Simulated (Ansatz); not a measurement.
```json
{"atom": "C", "x (Å)": "0.0209", "y (Å)": "0.0062", "z (Å)": "-0.7137"}
{"atom": "C", "x (Å)": "-0.0247", "y (Å)": "0.0289", "z (Å)": "0.6400"}
{"atom": "C", "x (Å)": "-0.0029", "y (Å)": "1.1801", "z (Å)": "-1.5065"}
{"atom": "C", "x (Å)": "0.0360", "y (Å)": "-1.2361", "z (Å)": "1.4942"}
{"atom": "H", "x (Å)": "-0.0209", "y (Å)": "-0.9732", "z (Å)": "-1.1501"}
{"atom": "H", "x (Å)": "0.0053", "y (Å)": "0.9537", "z (Å)": "1.1447"}
{"atom": "H", "x (Å)": "0.0182", "y (Å)": "2.1851", "z (Å)": "-0.9498"}
{"atom": "H", "x (Å)": "0.9290", "y (Å)": "1.2483", "z (Å)": "-2.2077"}
{"atom": "H", "x (Å)": "-0.9126", "y (Å)": "1.2807", "z (Å)": "-2.2160"}
{"atom": "H", "x (Å)": "0.0024", "y (Å)": "-2.1623", "z (Å)": "0.8772"}
{"atom": "H", "x (Å)": "0.8624", "y (Å)": "-1.2060", "z (Å)": "2.1889"}
{"atom": "H", "x (Å)": "-0.9014", "y (Å)": "-1.2059", "z (Å)": "2.1972"}
```

Basis set: 6-31G* (spherical functions). Left uncorrelated: 4 orbitals. Charge 0, multiplicity 1.

Computed with Ansatz (development build ahead of 0.2.0); each method stands on the lowest determinant of its kind that the runs found. Restricted open shells among the atoms or ions are ROHF, correlated in semicanonical orbitals with singles.

The atomization energy at this shape (free ground-state atoms in the same class of orbitals less the molecule, no zero-point energy) of singlet C₄H₈:

| method | atomization energy |
| --- | --- |
| RHF-MP2 | 45.98 eV |

Question: What does RHF give?

Answer: 37.86 eV. Caution: the shape is not the minimum.
